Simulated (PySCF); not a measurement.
# Structure from NMR data

The spectra below were simulated for a compound C$_{4}$H$_{2}$F$_{2}$O$_{2}$.

1H NMR (400 MHz, computed): δ 7.14 (t, J = 74.8 Hz, 1H), 6.62 (s, 1H).

13C{1H} NMR (computed): δ 170.3 (t, J = 1.7 Hz), 142.7, 127.5 (t, J = 330.3 Hz), 125.4.

- couplings computed with B3LYP/pcJ-1 (spin–dipole term only in couplings to heteroatoms)
- coordinates at the GFN2-xTB level
- shieldings: GIAO PBE0/pcSseg-1
- run in PySCF
- one computed conformer, averaged over atoms made equivalent by symmetry, fast rotation or ring inversion, no solvent, relativity neglected

Chemical shifts δ = σref − σ; TMS for 1H and 13C, all at this level.

Choose the structure that fits.
A. FC1=COC(F)=CO1
B. O=c1cc1OC(F)F
C. FC1=COC=C(F)O1
D. FC1=C(F)OC=CO1
E. O=C1OCC(F)=C1F

Answers

B. 

- Rings plus π bonds: 3 (1 ring in the answer).
- 4 carbon signals for 4 carbons: no two carbons are equivalent.
- Carbon types of the structure: 2 × C, 2 × CH, which accounts for all hydrogens.
- δC 170.3: unsaturated ring carbon.
- δC 142.7: ring carbonyl carbon.
- δC 127.5: sp3 CH bonded to 2 F and O; 3 electronegative neighbours deshield it.
- δC 125.4: unsaturated ring CH.
- δH 7.14: hydrogen on an sp3 CH bonded to 2 F and O; its carbon carries F and O, which withdraws density.

The others: FC1=COC=C(F)O1 would give 2 carbon signals, not 4; FC1=COC(F)=CO1 would give 2 carbon signals, not 4; O=C1OCC(F)=C1F would give 1 signal for carbon-bound and other non-exchanging H, not 2; FC1=C(F)OC=CO1 would give 2 carbon signals, not 4.

C–F couplings over four or more bonds (about 3 Hz to the para carbon of a fluoroarene) are left out. Common functionals overestimate the size of one-bond C–F couplings by tens of Hz; these are unscaled. Multiplet labels drop couplings under 1 Hz and merge nearly equal ones. Shifts are as computed. Against solution values, carbons near 30 ppm lie about +3 ppm off and those near 130 ppm about +5 ppm. Of 1211 compounds with measured shifts, 218 miss one by over three times the rms of a fit or turn the order of signals round; such compounds aren't used in these exercises.
